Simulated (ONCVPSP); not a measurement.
cerium: excitation energies, all-electron against ONCV

Ce (Z = 58), optimised norm-conserving Vanderbilt (ONCV), made with ONCVPSP 4.0.1 (PBE, scalar-relativistic). Core [Kr] 4d10, reference 4f1 5s2 5p6 5d1 6s2. Waves: 5s+6s: rc 2.70 bohr, ncon 4, nbas 8, qcut 3.8 1/bohr, 2 projectors; 5p: rc 2.95 bohr, ncon 3, nbas 7, qcut 4 1/bohr, 2 projectors, debl 2.9 Ha; 5d: rc 3.60 bohr, ncon 5, nbas 10, qcut 4.8 1/bohr, 3 projectors, debl 3.8 Ha; 4f: rc 1.70 bohr, ncon 4, nbas 8, qcut 8.9 1/bohr, 2 projectors, debl 1.5 Ha. Local part: polynomial inside 1.70 bohr (lpopt 4, dvloc0 0 Ha). Core correction: Teter function, parameters optimised by the program.

Energies are relative to the spin-unpolarised reference configuration 4f1 5s2 5p6 5d1 6s2; without spin polarisation the order of configurations can differ from experiment. Not all tests gave a result: 1 of 4 tests not solved or not reliable.

| valence configuration | charge | ΔE all-electron (eV) | error AE − PS (meV) |
| --- | --- | --- | --- |
| 4f1 5s2 5p6 5d1 6s1 | +1 | 6.070 | -3.4 |
| 4f1 5s2 5p6 5d1 6s0 | +2 | 17.151 | -17 |
| 4f1 5s2 5p6 5d0 6s0 | +3 | 36.330 | +7.5 |

Levels in the configuration 4f1 5s2 5p6 5d1 6s1:

```
level  all-electron (eV)  pseudo (eV)
   4f            -11.285      -11.323
   5s            -46.494      -46.532
   5p            -29.114      -29.127
   5d             -8.563       -8.563
   6s             -8.490       -8.496
```
